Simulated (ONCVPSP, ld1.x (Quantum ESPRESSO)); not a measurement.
Potentials for germanium compared

Generated with ld1.x 7.5 (TM, RRKJ, ultrasoft, PAW), atompaw 4.2 or ONCVPSP 4.0.1. The cutoff is in Ry: for ld1.x and atompaw files where the sum of valence levels is converged to 10 mRy in a Bessel basis, for ONCV files where the hardest occupied wave has 1 mHa per electron of residual kinetic energy. The error is the largest all-electron minus pseudo excitation energy over each file’s own four to seven test configurations (ionisations up to +4, promotions, holes and added fractions of an electron), all of which were solved. The labels leave out finer settings (local radius, basis sizes, second energies), which also bear on the numbers. Spin-polarised tests are not counted. The rows are a selection from randomly drawn settings: files with unsolved tests, undetermined cutoffs or missed reference levels are left out.

A true bound ghost makes a file unfit for plane-wave use even where its test errors are small: the radial tests pick states by their node count and pass the ghost by.

| potential | cutoff (Ry) | largest error (meV) | bound ghosts |
| --- | --- | --- | --- |
| ONCV, PBEsol, scalar-relativistic, rc 0.85/1.25/0.85 (spd), local smoothed, core correction yes, reference 3s2 3p6 3d10 4s2 4p2, qcut 18.6/11.6/22.3, projectors 2/2/3 | 331 | -4.3 | none |
| ONCV, LDA (Perdew-Wang 92), scalar-relativistic, rc 0.90/1.05/0.90 (spd), local d, core correction yes, reference 3s2 3p6 3d10 4s2 4p1.75, qcut 16.6/16/17, projectors 2/3/0 | 240 | -1.8 | s |
| ONCV, PBEsol, scalar-relativistic, rc 1.80/1.60/0.60 (spd), local smoothed, core correction yes, reference 3d10 4s2 4p2, qcut 4.1/5/17.2, projectors 2/2/2 | 1010 | -435 | s, p |
| TM semilocal, revPBE, scalar-relativistic, rc 1.70/2.35/2.00 (spd), local p, core correction yes, reference 4s2 4p1.5 | 30 | -308 | none |

Problem. Fill in the row for Ge: ONCV, PBEsol, scalar-relativistic, rc 0.85/0.85/1.20 (spd), local smoothed, core correction yes, reference 3s2 3p6 3d10 4s2 4p1.5, qcut 17.1/15.5/15.3, projectors 3/2/2.

Solution. cutoff 216 Ry, largest error -160 meV, bound ghosts: none.

Problem. Fill in the row for Ge: ONCV, PBE, non-relativistic, rc 1.75/1.90/0.95/1.65 (spdf), local smoothed, core correction no, reference 3d10 4s2 4p2, qcut 4.3/5/17/7.5, projectors 2/2/2/3.

Solution. cutoff 229 Ry, largest error -422 meV, bound ghosts: s, f.

Problem. Fill in the row for Ge: ONCV, PBE, non-relativistic, rc 1.50/1.60 (sp), local s, core correction yes, reference 4s2 4p1, qcut 3.7/5.2, projectors 0/3.

Solution. cutoff 21 Ry, largest error -90 meV, bound ghosts: p.
